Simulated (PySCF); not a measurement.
**SMILES C#C/C([O-])=C/C=O, [C$_{5}$H$_{3}$O$_{2}$]-, charge -1**

Cartesian coordinates in Å; atom numbers follow the order of the lines, from 1:
```xyz
10

C     2.822    0.537   -0.025
C     1.687    0.103   -0.088
C     0.324   -0.485   -0.175
O     0.253   -1.709   -0.377
C    -0.722    0.454   -0.013
C    -2.090    0.080   -0.064
O    -3.078    0.810    0.063
H     3.825    0.914    0.030
H    -0.473    1.505    0.159
H    -2.232   -1.020   -0.245
```

Total charge -1.

Level of theory: quadratic response CAM-B3LYP/def2-TZVPD first hyperpolarisability, Taylor convention, gas phase in PySCF. Geometry: PBE0-D3(BJ)/def2-SVP.

For a gas-phase anion, states above the detachment energy (about 2.7 eV, taken as minus the energy of the highest occupied orbital) lie in the continuum and depend on the basis.

(1) Give the tensor of the static β(0;0,0) in the axes of these coordinates.

Results:

(1) In au, Taylor convention; rows are the first index (the induced dipole):
```tsv
	xx	yy	zz	xy	xz	yz
x	-315.3	-108.4	-57.5	+181.4	+31.5	-10.4
y	+181.4	-61.4	-38.4	-108.4	-10.4	+3.9
z	+31.5	+3.9	-18.4	-10.4	-57.5	-38.4
```
Norm of βᵢ = ⅓ Σⱼ (βᵢⱼⱼ + βⱼᵢⱼ + βⱼⱼᵢ): 488.5 au, hyper-Rayleigh value 206.2 au.
